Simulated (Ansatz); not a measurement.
Task: Name a neutral molecule of C, Cl and H with HOMO–LUMO gap (PBE0/def2-TZVPP) between 4.95 and 5.25 eV and LUMO energy (PBE0/def2-TZVPP) between -1.50 and -1.20 eV (Ansatz, PBE0-D4/def2-TZVP geometry).

Result: `Clc1ccc2ccccc2c1` (5.07 eV, -1.43 eV); `Clc1cccc2ccccc12` (4.98 eV, -1.44 eV). Other molecules can fit too; these were computed, each in one conformer that needn't be the lowest.
